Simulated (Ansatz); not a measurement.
Reaction (atomization): `C[N](C)[Zn][Cl]` → 2 C• + Cl• + 6 H• + N• + Zn (atom)

Program: Ansatz. Geometries: PBE0-D4/def2-TZVP. ΔE: electronic, gas phase. CBS: MP2 limit from def2 TZ/QZ plus the TZ coupled-cluster correction, frozen cores. This one scheme is used for every species, atoms too. Functionals use def2-TZVPP. No spin–orbit coupling; open shells (•) take unrestricted orbitals. Spin–orbit coupling would lower the free atoms: a little for C, Cl. For Zn outer-core shells are correlated without core-valence functions, so the limit isn't a true one: a few kJ/mol of doubt a bond, and 10 to 20 or more in all where bonds break to atoms. Scalar relativity is left out up to krypton. Each species was taken in one conformer, which may not be the lowest.

| level | ΔE (kcal/mol) |
| --- | --- |
| BLYP-D4 | 881.9 |
| r2SCAN0 | 879.2 |
| HF/def2-SVP | 648.1 |
| SCS-MP2/def2-TZVPP | 876.2 |

(1) What does CCSD(T)/CBS give? (An estimate is asked.)

(2) What do rigid-rotor, harmonic-oscillator terms from PBE0-D4/def2-TZVP frequencies (298.15 K, 1 bar) make of the CCSD(T)/CBS value? (Best estimate.)

Largest T1 diagnostic among the species: 0.017.

## Answers

(1) Ansatz gave: +889.4 kcal/mol. The listed levels differ from it by -7.5, -10.2, -241.3, -13.2 kcal/mol.

(2) Computed: ΔZPE = -51.7 kcal/mol, ΔH = +848.6 kcal/mol, ΔS = 1120 J/(mol·K), ΔG = +768.8 kcal/mol. Open shells count their whole term as degenerate.

From BLYP to BHLYP (50 % exact exchange), in def2-TZVPP and without D4, ΔE moves by −13.8 kcal/mol: exact exchange takes away binding that semilocal exchange gives to molecules. In def2-TZVPP, CCSD(T) changes the Hartree–Fock value by +225.3 kcal/mol (the triples alone add +13.2 kcal/mol) and MP2 by +241.1 kcal/mol; breaking electron pairs costs correlation energy, which Hartree–Fock lacks. At CCSD(T), def2-SVP lies −50.3 kcal/mol from the extrapolated value and def2-TZVPP −24.7 kcal/mol: correlation converges slowly with the basis, and small sets miss more of it in the bonded molecule than in its fragments.

For atomizations the MP2-based limit and the directly extrapolated one differ by several kJ/mol either way, and by 10 to 25 for some Ge, Se and Sn compounds, so smaller differences from it don't rank the levels.
